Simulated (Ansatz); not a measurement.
A structure relaxed at PBE0-D4/def2-TZVP, charge 0, multiplicity 1:

| atom | x (Å) | y (Å) | z (Å) |
| --- | --- | --- | --- |
| O1 | 1.914 | 0.931 | -0.812 |
| Si2 | 0.665 | 0.725 | -1.827 |
| O3 | 1.023 | 1.566 | -3.162 |
| O4 | 0.352 | -0.825 | -2.210 |
| O5 | -0.704 | 1.336 | -1.117 |
| Ge6 | -1.064 | 1.734 | 0.525 |
| Cl7 | -0.128 | 3.506 | 1.183 |
| Cl8 | -3.167 | 1.921 | 0.700 |
| O9 | -0.563 | 0.444 | 1.603 |
| Si10 | -0.162 | -1.117 | 1.480 |
| O11 | 1.441 | -1.138 | 1.149 |
| O12 | -0.889 | -1.883 | 0.227 |
| O13 | -0.575 | -1.917 | 2.830 |
| H14 | 2.024 | 0.254 | -0.132 |
| H15 | 0.446 | 1.453 | -3.918 |
| H16 | -0.183 | -1.320 | -1.577 |
| H17 | 1.854 | -1.995 | 1.023 |
| H18 | -1.778 | -2.216 | 0.366 |
| H19 | -0.505 | -1.459 | 3.668 |

Problem. Give its formula and SMILES.

Solution. Cl2GeH6O8Si2, `O[Si](O)(O)[O][Ge]([Cl])([Cl])[O][Si](O)(O)O`.

Problem. Point group (tolerance 0.08 Å, 0.16 Å for H)?

Solution. C1.

Problem. Summarise the bond lengths by kind.

Solution. 8 × O–Si 1.617 to 1.658 Å; 6 × H–O 0.957 to 0.966 Å; 2 × Ge–O 1.728 to 1.755 Å; 2 × Cl–Ge 2.109 to 2.118 Å.

Computed with Ansatz.
